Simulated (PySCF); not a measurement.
**Tl²⁺ (thallium, charge +2): UHF calculation**

Configuration: [Xe] 4f14 5d10 6s1, 2S determinant. All numbers are calculated (PySCF 2.14, a scalar-relativistic core potential, in def2-TZVP with the def2 core potential (60 electrons)).

```
Total energy             : -170.656017 hartree
One-electron energy      : -288.1247 hartree
Hartree (Coulomb) energy : 131.0772 hartree
Exchange energy          : -13.6085 hartree
⟨S²⟩                     : 0.7512
⟨L²⟩                     : 0.000
Sum of ⟨r⟩               : 24.10 bohr
Sum of ⟨r²⟩              : 36.47 bohr²
Time after the integrals : 0.24 s of wall time on 1 thread of Intel(R) Xeon(R) Platinum 8259CL CPU @ 2.50GHz (shared host)
```

```csv
shell,electrons,mean orbital energy (eV),"rms radius, mean of both spins (bohr)"
5s α,1,-171.31,0.952
5s β,1,-170.97,0.952
5p α,3,-112.13,1.09
5p β,3,-112.01,1.09
5d α,5,-40.622,1.46
5d β,5,-40.216,1.46
6s α,1,-28.406,2.49
```

Energies and moments cover only the electrons outside the core potential. Spin-orbit coupling, which splits the p, d and f shells strongly at this Z, is absent.
